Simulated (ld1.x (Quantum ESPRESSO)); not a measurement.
PBE TM dataset for N, scalar-relativistic all-electron reference.

| Property | Result |
| --- | --- |
| Element | nitrogen (N) |
| Generator | ld1.x (Quantum ESPRESSO) 7.5 |
| Type | norm-conserving Troullier–Martins (Kleinman–Bylander form) |
| Functional | PBE |
| Relativity | scalar-relativistic |
| Frozen core | [He] |
| Valence charge | 5 |
| Reference configuration | 2s2 2p3 |
| Partial waves | 2p (bound): rc 1.85 bohr; 2s (bound): rc 0.80 bohr |
| Local potential | the s channel |
| Core correction | none |

- Cutoffs needed: 55 Ry and 140 Ry (the cutoffs (Ry, on a coarse ladder) from which the occupation-weighted sum of valence levels, in a spherical-Bessel basis at the reference potential, stays within 10 and 1 mRy of its value at 400 Ry)
- Ghost test: no extra level below or beside the all-electron valence levels (p, s, d, f tested) (spherical-Bessel basis up to 400 Ry, 20 bohr box)
- Largest excitation error: +2044 meV (all-electron minus pseudo) for 2s1 2p0, out of 7 test configurations
